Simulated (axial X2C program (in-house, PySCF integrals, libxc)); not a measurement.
## Ω levels of IYbI⁺ from open-shell CI on f13 s0

Computed with an axial X2C code built on PySCF integrals: two-component X2C with atomic mean-field Coulomb and Gaunt terms, basis I dyall-v3z, Yb dyall-v3z (cores contracted in-house). Orbitals come from Hartree–Fock averaged over the configuration Yb f13 s0; CI then distributes these electrons over the f, s shells of Yb.

I–Yb–I held linear, both bonds 2.770 Å (near the minimum of the configuration average).

Active spinors (ω > 0):

```
shell    ω  ε (eV)           character
    f  5/2  -29.23           100% Yb f
    f  3/2  -29.12           100% Yb f
    f  1/2  -29.02           100% Yb f
    f  7/2  -27.77           100% Yb f
    f  5/2  -27.69           100% Yb f
    f  3/2  -27.60           100% Yb f
    f  1/2  -27.55           100% Yb f
    s  1/2   -1.78  84% Yb s, 10% Yb d
```

Lowest levels of this model:

```
  Ω  energy (cm⁻¹)    g∥  configuration
1/2              0  1.17       100% f13
3/2            371  3.48       100% f13
5/2           1044  5.76       100% f13
7/2           1914  8.00       100% f13
1/2          10122  0.83       100% f13
3/2          10740  2.52       100% f13
5/2          11772  4.24       100% f13
```

g∥ is the magnitude of 2⟨Lz + ge Sz⟩ for the +Ω component.

(1) From Ω and g∥ of the lowest level, whose 2⟨Lz + ge Sz⟩ is positive, find ⟨Sz⟩ and ⟨Lz⟩ (ge = 2.0023).

Occupations of the active spinors in the lowest level by ω, shell by shell in order of energy: -7/2: 1.00; -5/2: 1.00 1.00; -3/2: 1.00 1.00; -1/2: 1.00 0.00 0.00; 1/2: 1.00 1.00 0.00; 3/2: 1.00 1.00; 5/2: 1.00 1.00; 7/2: 1.00. The leading determinant has weight 1.00 among 67.

This point took 16 s on 1 thread of Arm Neoverse N1 (shared host).

Dynamic correlation is missing, so gaps between terms are too wide and other configurations may lie lower; the lowest level listed is that of this model, not necessarily the ground state. At most 4 roots were kept for each Ω > 0 (twice that for Ω = 0) within 2.2 eV of the lowest, so higher up levels can be missing between those listed; levels with Ω > 0 are doubly degenerate and listed once, Ω = 0 levels singly. States that fill the shells left empty in the average are placed too high. The molecule was held linear; bending was not examined.

## Answers

(1) Ω = ⟨Lz⟩ + ⟨Sz⟩ = 1/2 and ⟨Lz⟩ + ge⟨Sz⟩ = 0.585, so ⟨Sz⟩ = 0.08 and ⟨Lz⟩ = 0.42.
